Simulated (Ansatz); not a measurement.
FH5NSi2 (`N[Si](F)[SiH3]`) radical. The species carries charge 0 and has multiplicity 2.

```csv
atom,x (Å),y (Å),z (Å)
N1,1.1426,-0.9808,1.0345
Si2,-0.3120,-0.0942,1.0306
F3,-0.2152,1.2670,1.8964
Si4,-0.8860,0.4539,-1.1769
H5,1.4814,-1.4690,1.8468
H6,1.8598,-0.8614,0.3369
H7,-1.9841,1.4542,-1.1654
H8,0.2678,1.0104,-1.9422
H9,-1.3543,-0.7801,-1.8607
```

(1) Give the diagnostics of a CCSD(T)/def2-TZVPP run (frozen core, Ansatz 0.2.0). (Estimate.)

Answers

(1) The calculation gave: T1 = 0.0146, largest single amplitude 0.028, largest double 0.019, (T) share of the correlation energy 3.3 %, 11 CCSD cycles. ⟨S²⟩ of the UHF reference is 0.758 against 0.75 for a pure state. T1 lies under the customary mark of 0.045 for open shells.
